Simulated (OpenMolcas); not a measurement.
An atom or ion with 72 electrons was computed by MS-RASPT2, IPEA 0.25 Eh, imaginary shift 0.1 Eh with spin-orbit coupling (OpenMolcas, ANO-RCC-VQZP, DKH2). The lowest levels that the run gave, each within 12 % of the measured value where one is at hand:

```
J  Parity  E (cm-1)      g
0    even       0.0       
1    even      3340  1.500
2    even      6430  1.480
3    even      8930  1.464
4    even     10770  1.421
0    even     15740       
4    even     17920  0.954
1    even     21120  1.416
3    even     21290  0.903
2    even     21630  0.801
5    even     22110  1.070
6    even     23980  1.127
```

Task: Which ion is it, and what are the configurations and terms?

Result: Re3+ (Z = 75, charge +3; active space 10 electrons in 8 orbitals (RAS1 5p, at most 2 holes; RAS2 5d)). J, parity and g give the terms where levels are pure, and mixed ones are named by the computed weights; the size of the splittings, set against known spectra of the 72-electron sequence, gives the charge. In order, with the measured energies in cm-1 (the list in Brasseur, Gamrath and Quinet, At. Data Nucl. Data Tables 157, 101636 (2024)): 5d4 5D0 [67 %], 5d4 5D1 (3084), 5d4 5D2 (5979), 5d4 5D3 (8350), 5d4 5D4 [75 %] (10121), 5d4 3P0(1) [56 %], 5d4 3H4 [59 %] (16946), 5d4 3P1(1) (19340), 5d4 3G3 [61 %] (19817), 5d4 3F2(1) [69 %] (19851), 5d4 3H5 (20930), 5d4 3H6 (22896).

CASPT2 does not keep the components of a term degenerate, so their means are used; among the terms shown or strongly mixed into the levels shown the widest spread is 1300 cm-1 (5d4 1I). Active for correlation alone: 5p; no level in the range computed is led by a configuration that opens it, so any true level of that kind is missing. The CASPT2 spread within a term exceeds the gap to the next term for 5d4 3P(1) and 5d4 3H, so the order of their levels is uncertain. Computed and measured levels are paired by configuration, term and J; levels that our copy of the source lacks, or whose pairing is in doubt (as where it misses far off the trend of its configuration), stay unpaired and out of the deviations. Levels of configurations outside the active space are missing.

A share in square brackets marks a mixed level and gives the weight of the term that names it. A number in round brackets counts repeated terms of one configuration in the order of the reference energies.
